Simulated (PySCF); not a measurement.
# Ionisation energy of Sc¹⁸⁺ by level of theory

Sc¹⁸⁺ [He] 2s1 (2S) → Sc¹⁹⁺ 1s2 (1S), as a difference of total energies. Calculation: PySCF 2.14, in an even-tempered Gaussian basis (19 s from 3.4 bohr⁻², ratio 2.2; 9 p from 5.4 bohr⁻², ratio 2.4; 6 d from 16 bohr⁻², ratio 2.4; 5 f from 24 bohr⁻², ratio 2.4; 4 g from 36 bohr⁻², ratio 2.4); the spin-free X2C one-electron Hamiltonian (Gaussian nucleus). Correlated levels: nothing frozen; virtual orbitals above 40 to 60 times the deepest correlated orbital energy dropped. The calculations carry no spin-orbit coupling.

```json
{"method": "UHF", "ionisation energy (eV)": "1288.2"}
{"method": "LDA", "ionisation energy (eV)": "1286.3"}
{"method": "PBE", "ionisation energy (eV)": "1290.0"}
{"method": "PBE0", "ionisation energy (eV)": "1289.6"}
{"method": "r2SCAN", "ionisation energy (eV)": "1287.3"}
{"method": "revPBE", "ionisation energy (eV)": "1290.0"}
{"method": "M06-L", "ionisation energy (eV)": "1285.4"}
{"method": "MP2 (all electrons)", "ionisation energy (eV)": "1288.3"}
{"method": "SCS-MP2 (all electrons)", "ionisation energy (eV)": "1288.3"}
```

For comparison: 1288.0 eV (theoretical estimate listed by NIST; NIST Atomic Spectra Database, ionization energies).
